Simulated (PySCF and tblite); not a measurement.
Results of a calculation; reference values are marked as such.
C4H5Br, numbered as in [CH:1]#[C:2][CH2:3][CH2:4][Br:5].

Level: PBE0-D3(BJ)/def2-TZVP//PBE0-D3(BJ)/def2-SVP, thermal terms from GFN2-xTB, symmetry numbers and mirror pairs counted. Conformers within 4 kcal/mol (GFN2-xTB free energy) were kept, 7 at most. Couplings: B3LYP/pcSseg-1 with pcJ-1 on H (gas phase; spin-dipole term only for pairs with B, N, F, Si or P). Couplings are for ¹H; a prime marks the second kind of pair between the same two sets of atoms. (PySCF 2.14, tblite 0.8.)

Torsions listed: C2–C3–C4–Br5. Of a mirror pair one member is shown.

```tsv
conformer	shape	weight %
1	180°	74.6
2	-65°	25.4
```

(1) Give the couplings in each conformer and the averages at 298.15 K (pairs that fast motion interchanges averaged).

Spin–orbit effects of the heavy atoms on shieldings are missing.

Results:

(1) 
```json
{"coupling": "⁴J(H1,H3)", "pairs": "2", "1": "-4.2", "2": "-4.1", "average (Hz)": "-4.2"}
{"coupling": "²J(H3,H3)", "pairs": "1", "1": "-18.7", "2": "-19.9", "average (Hz)": "-19.0"}
{"coupling": "³J(H3,H4)", "pairs": "2", "1": "15.5", "2": "3.6", "average (Hz)": "12.4"}
{"coupling": "³J(H3,H4′)", "pairs": "2", "1": "5.8", "2": "9.8", "average (Hz)": "6.8"}
{"coupling": "²J(H4,H4)", "pairs": "1", "1": "-11.1", "2": "-11.1", "average (Hz)": "-11.1"}
```
